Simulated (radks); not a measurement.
Q: Pr18+, configuration [Kr] 4d4.5 5s0.5 (fractional occupations, a model configuration). All-electron calculation, scalar-relativistic Kohn-Sham, PBE, spin-polarised, spherical densities, finite nucleus; open shells are filled with parallel spins first (spin-orbit coupling, left out, can overturn this in heavy ions); Fermi nuclear charge, rms radius 4.8919 fm. Program: a radial shooting solver on a logarithmic mesh with Libxc functionals. Some entries of the table are withheld. Estimate them.

orbital  occ.  eigenvalue (eV)  r(max) (bohr)
1s up       1        -42269.66        0.01541
1s down     1        -42269.53        0.01542
2s up       1        -7185.136        0.08725
2s down     1        -7182.240        0.08724
2p up       3        -6477.800        0.07027
2p down     3        -6475.523        0.07026
3s up       1        -1895.994         0.2485
3s down     1        -1894.543         0.2486
3p up       3        -1672.022         0.2432
3p down     3        -1670.385         0.2433
3d up       5        -1359.808         0.1996
3d down     5        -1357.329         0.1998
4s up       1        -698.0649         0.5644
4s down     1        -689.4795         0.5638
4p up       3        -620.2712         0.5835
4p down     3        -611.7311         0.5830
4d up     4.5        -508.8740         0.5963
4d down     0        -500.4614         0.5960
5s up     0.5        -348.5334            (1)
5s down     0        -343.7521            (2)

A: 
(1) 5s up r(max) (bohr): 1.101
(2) 5s down r(max) (bohr): 1.106
